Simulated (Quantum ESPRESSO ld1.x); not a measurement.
Results of a calculation; reference values are marked as such.
Question: The mean radii <r> (bohr) of the occupied orbitals of an atom or ion are listed with their occupations. Level of theory: scalar-relativistic Kohn-Sham, LDA (Slater exchange, Perdew-Zunger correlation), spin-polarised, spherical densities, point nucleus (ld1.x of Quantum ESPRESSO 7.5).

orbital  occ.      <r>
1s up       1  0.02233
1s down     1  0.02233
2s up       1  0.09464
2s down     1  0.09455
2p up       3  0.08337
2p down     3  0.08327
3s up       1   0.2363
3s down     1   0.2368
3p up       3   0.2318
3p down     3   0.2323
3d up       4   0.2062

Name the element and its charge. Open shells, if any, are filled with parallel spins first.

Answer: Z = 63, europium, charge +41: Eu41+ in [Ar] 3d4. The 1s radius gives Z: for a bare nucleus <r> = (2 gamma + 1)/(2Z) with gamma = sqrt(1 - (Z/c)^2), 0.02203 bohr for Z = 63, and screening makes it slightly larger (0.02233 here). The occupations add up to 22, and the charge is Z minus that.
